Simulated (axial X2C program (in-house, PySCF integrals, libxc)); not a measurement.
**CsCl⁺: from Re and ωe to a spectrum**

A bond curve at the CCSD(T) level, two-component, was computed with an in-house all-electron X2C program for linear molecules (integrals from PySCF) (basis Cs dyall-cv3z [15s15p9d4f1g], Cl dyall-av3z [9s8p3d2f] (cores contracted in-house)) for the state Ω = 3/2 (⟨Sz⟩ = 0.50, ⟨Lz⟩ = 1.00 at HF). Its fit gives Re = 3.6846 Å, ωe = 65.9 cm⁻¹, ωexe = 1.2 cm⁻¹ and αe = 7.638e-04 cm⁻¹; the masses are 132.9054 and 34.9689 u. Two-component means X2C with spin–orbit coupling and atomic mean-field Coulomb and Gaunt terms.

Correlated methods: 15 electrons correlated (number of frozen shells: Cs 4 s, 3 p, 2 d; Cl 2 s, 1 p), 295 virtual spin orbitals or spinors in MP2, 90 natural virtuals in coupled cluster.

Question: Find the reduced mass, Be and the force constant.

Answer: From the CCSD(T) values: μ = 27.6847 u. Be = 16.8576/(μ Re²) = 0.04485 cm⁻¹. k = 5.8918×10⁻⁷ μ ωe² = 0.0708 mdyn/Å.

Question: Where do the fundamental and the first overtone lie?

Answer: ν(1←0) = ωe − 2ωexe = 63.5 cm⁻¹; ν(2←0) = 2ωe − 6ωexe = 124.6 cm⁻¹.

Question: Estimate the centrifugal constant by the Kratzer relation.

Answer: D = 4Be³/ωe² = 8.31e-08 cm⁻¹.

Question: A Morse curve ties αe to the other constants (Pekeris). How well does that hold?

Answer: αe(Morse) = 6Be²/ωe × (√(ωexe/Be) − 1) = 7.642e-04 cm⁻¹; the CCSD(T) curve gives 7.638e-04 cm⁻¹, a ratio of 1.00.

Question: Estimate De from a Morse curve and compare with the computed well depth of 0.134 eV to Cs+ + Cl.

Answer: De(Morse) = ωe²/(4ωexe) = 0.112 eV against 0.134 eV computed, a ratio of 0.84. The extrapolation falls short: long-range attraction (ionic or ion–induced dipole) or a change of character along the curve can cause this.

The state is one determinant whose occupation by symmetry is held fixed; it was picked as the lowest of a PBE0 search that is not exhaustive. Dissociation energies refer to the lowest single-determinant-based atoms at the same level and basis. Coupled cluster ran in a truncated set of natural virtual spinors; the MP2 energy of the rest was added. (T) has no such correction and the atoms are truncated less, which lowers De at CCSD(T) by a hundredth of an eV or more. Other states lie close and PBE0, whose exact exchange favours high spin, may order them wrongly; the determinant shown need not be the ground state. The nearest other 2c determinant of the search, Ω = 1/2, lies 0.07 eV up at the distance of the search. The bond is weak, and without diffuse functions and with truncated virtuals even CCSD(T) can be tens of per cent off in De.
